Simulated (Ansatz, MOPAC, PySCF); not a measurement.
Complex: HF (SMILES F) (first 2 atoms) with C3H8 (SMILES CCC); geometry from B3LYP-D3(BJ)/def2-TZVP, rigid monomers moved along the line of their centres of mass till H2···C5 is 3.25 Å.
(charge 0, multiplicity 1):
| atom | x (Å) | y (Å) | z (Å) |
|---|---|---|---|
| F | -0.3619 | 0.0912 | 0.3687 |
| H | -0.4978 | 0.3562 | 1.2480 |
| C | 0.9067 | -1.1406 | 4.4792 |
| C | 0.1668 | -0.0939 | 5.3081 |
| C | -0.6458 | 0.8736 | 4.4515 |
| H | 1.4795 | -1.8186 | 5.1139 |
| H | 0.2108 | -1.7450 | 3.8921 |
| H | 1.6044 | -0.6718 | 3.7809 |
| H | 0.8840 | 0.4731 | 5.9079 |
| H | -0.4997 | -0.5920 | 6.0176 |
| H | -1.1706 | 1.6165 | 5.0541 |
| H | 0.0041 | 1.4282 | 3.7653 |
| H | -1.4101 | 0.3389 | 3.8765 |

Interaction energies are E(AB) − E(A) − E(B) at the monomers' geometry in the complex; basis-set methods are counterpoise corrected. Rows marked so take none.

Cores are frozen in the correlated methods. Rows in 3-21G, 6-31G* carry no dispersion term and start afresh at each structure (6-31G* with six Cartesian d functions). The state that AM1, PM6 reach isn't checked.

The values were computed with Ansatz (Gaussian orbitals); MOPAC for AM1, PM6 (differences of heats of formation); PySCF for 3-21G rows, 6-31G* rows, the dispersion terms. 

| level | interaction energy (kJ/mol) |
|---|---|
| AM1 | -1.0 |
| PM6 | -1.4 |
| B3LYP/3-21G (no counterpoise) | -3.5 |
| B3LYP/6-31G* | [?] |
| B3LYP-D3(BJ)/def2-TZVPPD | [?] |
| B3LYP-D4/def2-TZVPPD | -3.0 |
| PBE0/def2-TZVPPD | -3.3 |
| MP2/aug-cc-pVDZ | -3.5 |
| CCSD(T)/aug-cc-pVDZ | -3.6 |

Task: Complete the blanks.

Result: 
- B3LYP/6-31G*, interaction energy (kJ/mol): -2.2
- B3LYP-D3(BJ)/def2-TZVPPD, interaction energy (kJ/mol): -4.3

Ansatz is an electronic-structure program.
